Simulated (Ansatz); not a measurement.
B(Me)2(SH) (C₂H₇BS), SMILES CB(C)S.

Geometry optimised at PBE0-D3(BJ)/def2-SVP. One conformer was computed; it need not be the lowest.

Two levels are set side by side: PBE/def2-SVPD (Ansatz, a quantum-chemistry and plane-wave program) and PBE0/def2-SVPD (Ansatz). Energy differences of separate SCF runs at the same geometry; the states with an electron removed or added have multiplicity 2 and 2. Differences are taken from unrounded values.

| quantity | PBE0 |
|---|---|
| vertical ionisation energy (eV) | 10.13 |
| vertical singlet–triplet gap (eV) | 5.40 |

Problem. What does PBE give, and how far is it from PBE0? (Estimate from the structure and the level; the computed values follow.)

Solution. 
```json
[
 {"quantity": "vertical ionisation energy (eV)", "PBE": "10.05", "PBE minus PBE0": "-0.09"},
 {"quantity": "vertical singlet–triplet gap (eV)", "PBE": "5.31", "PBE minus PBE0": "-0.09"}
]
```

On these quantities the two levels nearly agree.
